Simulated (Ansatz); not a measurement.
Cost and result for the atomization energy of CH₃AgF₃PS (`C[S][Ag-][P+](F)(F)F`) (10 atoms, 9 bonds).

```xyz
10

C    -1.1395   -0.7621    2.3471
S    -0.3856    0.8586    1.9982
Ag    0.3391    0.7153   -0.1815
P     1.0936    0.6418   -2.3546
F     2.5703    1.0113   -2.6438
F     0.4033    1.5295   -3.4210
F     1.0219   -0.7273   -3.0762
H    -0.4164   -1.5726    2.2595
H    -1.4976   -0.7319    3.3771
H    -1.9892   -0.9626    1.6951
```

Total charge 0; spin multiplicity 1. Correlated methods include outer-core shells of Ag, which these sets cover unevenly. Ag takes the def2 core potential. Geometry: relaxed with PBE0-D4/def2-TZVP. It is one conformer, not always the lowest. Program: Ansatz. All runs use 2 threads of an AMD EPYC 7R13 on a shared host and a share of an NVIDIA H100 80 GB. Times are those of one run each, without the atoms' runs, and a repeat can differ threefold. Electronic energies, without spin–orbit coupling; frozen cores. CCSD(T)/CBS adds CCSD(T) − MP2 in def2-TZVPP to the MP2 limit, and its time is that of the two runs behind it. T1 = 0.015. With those shells the extrapolation isn't a true limit. HSE06 is the plane-wave form, built on full-range PBE exchange.

CCSD(T)/CBS is a level of theory with its own doubt, some kJ/mol a heavy atom from the limit and from the frozen cores, so smaller differences don't rank the functionals.

```csv
level,functions,wall time,atomization (kJ/mol),difference from CCSD(T)/CBS,per bond
CCSD(T)/def2-SVP,138,6.5 s,3069.1,-364.7,-40.5
B97M-V/def2-TZVPP,306,7 s,3436.5,2.7,0.3
r2SCANh-D4/def2-TZVPP,306,7.5 s,3410.2,-23.6,-2.6
r2SCAN-D4/def2-TZVPP (with forces),306,9.5 s,3457.1,23.3,2.6
PBE-D4/def2-TZVPP (with forces),306,10 s,3533.5,99.7,11.1
PBE-QIDH/def2-TZVPP,306,10 s,3372.1,-61.7,-6.9
revPBE-D4/def2-TZVPP,306,11 s,3407.2,-26.6,-3.0
ωB97M-V/def2-TZVPP (with forces),306,11 s,3456.9,23.1,2.6
HSE06-D4/def2-TZVPP,306,12 s,3408.9,-24.9,-2.8
CAM-B3LYP-D4/def2-TZVPP,306,13 s,3428.8,-5.0,-0.6
CCSD(T)/def2-TZVPP,306,19 s,3296.5,-137.3,-15.3
MP2/def2-QZVPP,546,25 s,3516.1,82.3,9.1
CCSD(T)/CBS(def2),–,43 s,3433.8,0.0,0.0
```

In def2-TZVPP, CCSD(T) changes the Hartree–Fock value by +1019.3 kJ/mol (the triples alone add +82.3 kJ/mol) and MP2 by +1154.5 kJ/mol; breaking electron pairs costs correlation energy, which Hartree–Fock lacks. From PBE to PBE0 (25 % exact exchange), in def2-TZVPP and without D4, the atomization energy moves by −123.7 kJ/mol: exact exchange takes away binding that semilocal exchange gives to molecules. The D4 term adds +43.2 kJ/mol with B3LYP and +22.6 kJ/mol with PBE0; it sums over pairs of atoms, weighted by their polarisabilities, and B3LYP, whose exchange is more repulsive, gets the larger term.

B3LYP here is the variant with VWN-RPA as its local correlation; programs differ in this.
